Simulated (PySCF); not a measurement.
A GIAO shielding run with PySCF (density fitting, non-relativistic, gas phase) on `CC(=O)[Si]([SiH3])([SiH3])C(F)F`, C₃H₁₀F₂OSi₃:

```
$ OMP_NUM_THREADS=1 python probes_run.py task.json out

{"job": {"kind": "nmr", "xc": "PBE0", "basis": "pcSseg-1"}, "charge": 0, "multiplicity": 1}
C      2.242869    -0.882963    -0.694442
C      1.560927     0.084853     0.222994
O      2.163604     0.800023     0.996590
Si    -0.365994     0.262438     0.232464
Si    -1.073532    -0.579006     2.298367
Si    -0.814333     2.387879    -0.636913
C     -1.037858    -1.006563    -1.110661
F     -0.524518    -0.739823    -2.348186
F     -0.659805    -2.286146    -0.817468
H      1.873102    -1.886569    -0.490735
H      3.322995    -0.852168    -0.568427
H      1.981668    -0.642252    -1.723739
H     -0.661762     0.338546     3.359949
H     -2.538725    -0.672809     2.326141
H     -0.547021    -1.910993     2.610457
H     -0.393402     3.403426     0.326979
H     -2.257218     2.547852    -0.856133
H     -0.149772     2.663350    -1.913830
H     -2.131031    -1.019825    -1.220869
```

Hardware: 1 thread of an Arm Neoverse V2, shared host. The job also computes population analyses, field gradients.

(1) How large is the calculation?

(2) How long does it take, and how much memory does it need?

Answers

(1) 96 electrons, 224 basis functions and 1235 auxiliary functions.

(2) 49 s of wall time, with 15 SCF cycles and 5 response iterations; peak memory 1 GiB. Times on a shared host scatter by some tens of per cent.
